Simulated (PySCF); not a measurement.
Si(Cl)(Br)(OH)(OMe) (CH4BrClO2Si), SMILES CO[Si](O)(Br)Cl. The structure is a stationary point at PBE-D3(BJ)/def2-SVP. One conformer was computed; it need not be the lowest.

Computed equilibrium geometry at PBE-D3(BJ)/def2-SVP (PySCF confirms it by a frequency run) as bond lengths and angles (one conformer of several):
Atoms: C1 O2 Si3 O4 Cl5 Br6 H7 H8 H9 H10. Bond lengths (Å): C1–O2 1.423, C1–H7 1.111, C1–H8 1.112, C1–H9 1.108, O2–Si3 1.646, Si3–O4 1.659, Si3–Cl5 2.056, Si3–Br6 2.239, O4–H10 0.974. Bond angles (°): O2–C1–H7 111.5, O2–C1–H8 111.4, O2–C1–H9 107.9, H7–C1–H8 108.6, H7–C1–H9 108.7, H8–C1–H9 108.6, C1–O2–Si3 124.4, O2–Si3–O4 108.8, O2–Si3–Cl5 106.6, O2–Si3–Br6 111.0, O4–Si3–Cl5 112.1, O4–Si3–Br6 109.5, Cl5–Si3–Br6 108.7, Si3–O4–H10 116.1.
Charge 0, spin multiplicity 1.
